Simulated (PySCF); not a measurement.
Order these species by their calculated properties.

Species are written as SMILES; each is one conformer at its optimised geometry, gas phase, non-relativistic unless stated. Electronic properties by PySCF.

Dipoles, sizes and rotational constants follow the conformer. The torsions of the flexible species, by atom-mapped SMILES:
- `[F:1][CH2:2][C@@H:3]1[CH:4]=[C:5][CH2:6]1`: F1–C2–C3–C4 172°
- `[CH3:1][S:2][C@:3]1([CH3:4])[CH:5][CH2:6][C:7]1=[S:8]`: C1–S2–C3–C4 -59°

The conformers of `N#C[C@@H]1[CH]CC[Si@H]1O` [doublet state] aren't listed.

Task: Rank by isotropic g value, lowest first (unrestricted B3LYP/pcH-1, mean-field spin–orbit at GFN2-xTB geometries).
A. `N#C[C@@H]1[CH]CC[Si@H]1O` [radical]
B. `CC1=C(F)[CH]C1` [radical]
C. `C(C)C#C[CH]F` [radical]
D. `F[C]=C1CCC1` [radical]
E. `C1[C@@H](C=[C]1)CF` [radical]

Result: E (2.00212), B (2.00245), A (2.00258), D (2.00281), C (2.00363).

Task: Give the two extremes of that set as shifts from the free-electron value 2.002319.

Result: `FC[C@@H]1C=[C]C1` [doublet state]: -200 ppm; `CCC#C[CH]F` [doublet state]: +1310 ppm.

Task: Rank by smallest rotational constant, highest first (GFN2-xTB).
A. `F[C]=C1CCC1` [radical]
B. `FC[C@@H]1C=[C]C1` [radical]
C. `C#Cc1cocc(F)c1=O`
D. `CCC#C[CH]F` [radical]
E. `CS[C@]1(C)[CH]CC1=S` [radical]

Result: B (2.181 GHz), A (1.891 GHz), D (1.255 GHz), E (1.063 GHz), C (0.782 GHz).

Task: Give the two extremes of that set in cm⁻¹.

Result: `C#Cc1cocc(F)c1=O`: 0.0261 cm⁻¹; `FC[C@@H]1C=[C]C1` [doublet state]: 0.0727 cm⁻¹.
